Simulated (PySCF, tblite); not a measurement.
Species: C₆H₁₂SSi.
Atom-mapped SMILES: `[CH2:1]=[CH:2][Si:3]1([S:4][CH3:5])[CH2:6][CH2:7][CH2:8]1` (hydrogens: H9, H10 on C1; H11 on C2; H12, H13, H14 on C5; H15, H16 on C6; H17, H18 on C7; H19, H20 on C8)

Structure used (GFN2-xTB), in Å, numbered top down from 1:
```
atom  x, y, z in Å
C1    -0.0585    2.0748    1.3996
C2     0.2666    1.7124    0.1678
Si3    0.1545   -0.0448   -0.5121
S4     2.1675   -0.8352   -0.6074
C5     2.7026   -0.4536    1.0898
C6    -0.9171   -0.3284   -2.0611
C7    -2.0148   -0.9714   -1.1941
C8    -1.2518   -1.1750    0.1295
H9     0.0526    3.0892    1.7515
H10   -0.4585    1.3732    2.1135
H11    0.6716    2.4619   -0.5026
H12    2.4853    0.5850    1.3181
H13    2.1904   -1.1103    1.7855
H14    3.7715   -0.6318    1.1291
H15   -1.2502    0.5458   -2.6119
H16   -0.4912   -1.0282   -2.7750
H17   -2.4102   -1.8958   -1.6114
H18   -2.8430   -0.2789   -1.0531
H19   -0.9619   -2.2143    0.2732
H20   -1.8103   -0.8640    1.0084
```

Method used: PBE0/pcSseg-1 in PySCF (dipole) on a GFN2-xTB geometry, gas phase.

Take the most abundant isotopes and a rigid rotor. The values belong to one conformer with, in the numbering `[CH2:1]=[CH:2][Si:3]1([S:4][CH3:5])[CH2:6][CH2:7][CH2:8]1`, C1–C2–Si3–S4 -105°, C2–Si3–S4–C5 51°, C2–Si3–C6–C7 -105°, Si3–C6–C7–C8 -13°, C6–C7–C8–Si3 13°, C2–Si3–C8–C7 104°.

What are A, B and C (MHz)?

Ia = 290.64, Ib = 437.06, Ic = 588.74 u·Å²; 505379 MHz·u·Å²/I gives A = 1739, B = 1156, C = 858.4 MHz.

Classify the top.

An asymmetric top. Ray's parameter κ = (2B − A − C)/(A − C) = -0.323; −1 is the prolate and +1 the oblate limit.

Is it planar, by Δ = Ic − Ia − Ib?

Not planar: Δ = Ic − Ia − Ib = -138.95 u·Å². For a rigid frame Δ = −2 Σ m c², so Σ m c² = 69.47 u·Å² lies off the ab plane: 21.08 from hydrogen and 48.39 from heavier atoms. The atom farthest from that plane is 1.98 Å away.

Give the other two planar moments, Paa and Pbb, and the rms extents of the mass along the axes.

Paa = Σ m a² = (Ib + Ic − Ia)/2 = 367.58 and Pbb = Σ m b² = (Ia + Ic − Ib)/2 = 221.16 u·Å². With the mass M = 144.04 u, the rms extents √(P/M) along a, b and c are 1.60, 1.24, 0.69 Å.

Where do the levels up to J = 4 lie, in MHz?

Above 0(0,0):
J = 1: 1(0,1) 2015, 1(1,1) 2597, 1(1,0) 2895
J = 2: 2(0,2) 5956, 2(1,2) 6329, 2(1,1) 7223, 2(2,1) 8970, 2(2,0) 9059
J = 3: 3(0,3) 11688, 3(1,3) 11877, 3(1,2) 13647, 3(2,2) 15014, 3(2,1) 15415, 3(3,1) 18721, 3(3,0) 18738
J = 4: 4(0,4) 19123, 4(1,4) 19203, 4(1,3) 22069, 4(2,3) 23003, 4(2,2) 24024, 4(3,2) 26917, 4(3,1) 27031, 4(4,1) 31922, 4(4,0) 31925
The levels of one J sum to (2J + 1)J(J + 1)(A + B + C)/3.

Which types of transition are allowed, and where do some lines up to J = 2 fall?

The dipole components are |μa| = 0.02 D, |μb| = 1.85 D, |μc| = 0.78 D. Intensities carry the squares of the components, which stand as 0.00 : 1.00 : 0.18 (a : b : c). Some lines, for components of 0.1 D or more:

```json
{"type": "c", "branch": "Q", "J(Ka,Kc)": "2(1,2) ← 2(0,2)", "MHz": "373", "lower level (cm⁻¹)": "0.199"}
{"type": "c", "branch": "Q", "J(Ka,Kc)": "1(1,1) ← 1(0,1)", "MHz": "583", "lower level (cm⁻¹)": "0.067"}
{"type": "b", "branch": "Q", "J(Ka,Kc)": "1(1,0) ← 1(0,1)", "MHz": "880", "lower level (cm⁻¹)": "0.067"}
{"type": "b", "branch": "Q", "J(Ka,Kc)": "2(1,1) ← 2(0,2)", "MHz": "1267", "lower level (cm⁻¹)": "0.199"}
{"type": "c", "branch": "Q", "J(Ka,Kc)": "2(2,1) ← 2(1,1)", "MHz": "1748", "lower level (cm⁻¹)": "0.241"}
{"type": "b", "branch": "Q", "J(Ka,Kc)": "2(2,0) ← 2(1,1)", "MHz": "1836", "lower level (cm⁻¹)": "0.241"}
{"type": "b", "branch": "R", "J(Ka,Kc)": "1(1,1) ← 0(0,0)", "MHz": "2597", "lower level (cm⁻¹)": "0.000"}
{"type": "b", "branch": "Q", "J(Ka,Kc)": "2(2,1) ← 2(1,2)", "MHz": "2641", "lower level (cm⁻¹)": "0.211"}
{"type": "c", "branch": "R", "J(Ka,Kc)": "1(1,0) ← 0(0,0)", "MHz": "2895", "lower level (cm⁻¹)": "0.000"}
{"type": "b", "branch": "R", "J(Ka,Kc)": "2(0,2) ← 1(1,1)", "MHz": "3359", "lower level (cm⁻¹)": "0.087"}
{"type": "b", "branch": "R", "J(Ka,Kc)": "2(1,2) ← 1(0,1)", "MHz": "4314", "lower level (cm⁻¹)": "0.067"}
{"type": "c", "branch": "R", "J(Ka,Kc)": "2(1,1) ← 1(0,1)", "MHz": "5208", "lower level (cm⁻¹)": "0.067"}
{"type": "b", "branch": "R", "J(Ka,Kc)": "2(2,1) ← 1(1,0)", "MHz": "6075", "lower level (cm⁻¹)": "0.097"}
{"type": "c", "branch": "R", "J(Ka,Kc)": "2(2,1) ← 1(1,1)", "MHz": "6373", "lower level (cm⁻¹)": "0.087"}
{"type": "b", "branch": "R", "J(Ka,Kc)": "2(2,0) ← 1(1,1)", "MHz": "6461", "lower level (cm⁻¹)": "0.087"}
```

Estimate the classical rotational partition function at 10 K, 25 K and 200 K.

Point group C1, symmetry number σ = 1; q = (√π/σ)·√((kT/h)³/(ABC)), k/h = 20836.6 MHz/K: 4060 at 10 K, 16000 at 25 K, 363000 at 200 K.

Its lowest GFN2-xTB frequency is 10 cm⁻¹, too small to tell a flat minimum from a shallow saddle. No vibrational averaging or centrifugal distortion is included, and the geometry carries the error of its method. A rigid rotor knows nothing of internal rotation, which can split or shift real lines.
